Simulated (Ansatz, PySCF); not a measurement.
Base molecule (SMILES): NB(F)F. Geometries: B3LYP-D3(BJ)/def2-TZVP minima from Ansatz (a quantum-chemistry and plane-wave program), one conformer each, not searched for the lowest. Frequencies are from Ansatz or PySCF. Valence correlation only, unless marked. Open shells are spin-unrestricted. Spin-orbit coupling is left out. Frozen are the shells of the preceding noble gas and the d and f shells that filled before the atom's block. No relativistic terms. Basis-set limits of correlation are two-point, X^-3; Hartree-Fock from the larger set. [CCSD(T)-MP2]/basis is that difference in the basis named. Rows marked 298 K are enthalpies with B3LYP-D3(BJ) harmonic zero-point and thermal terms.

Levels, all with Ansatz: PBE/def2-TZVPD, and a column headed coupled cluster (CCSD(T) or an MP2 limit with a CCSD(T) correction), which has limits of its own: B-N bond dissociation enthalpy, 298 K at RI-MP2/CBS(cc-pV(T+d)Z,cc-pV(Q+d)Z)+[CCSD(T)-MP2]/cc-pV(T+d)Z.

```
property of the base                                                       coupled cluster    PBE
-------------------------------------------------------------------------  ---------------  -----
B-N bond dissociation enthalpy, 298 K (to F[B]F + [NH2] (NH2)) (kcal/mol)            137.3  132.0
```

**Question.** What happens with every F replaced by Br, giving NB(Br)Br? Give the coupled-cluster values, and the shifts at both levels.

**Answer.** B-N bond dissociation enthalpy, 298 K (to Br[B]Br + [NH2] (NH2)) 135.2 kcal/mol (-2.1; PBE -1.9).

**Question.** What happens with every F replaced by Cl, giving NB(Cl)Cl? Give the coupled-cluster values, and the shifts at both levels.

**Answer.** B-N bond dissociation enthalpy, 298 K (to Cl[B]Cl + [NH2] (NH2)) 135.9 kcal/mol (-1.4; PBE -1.1).
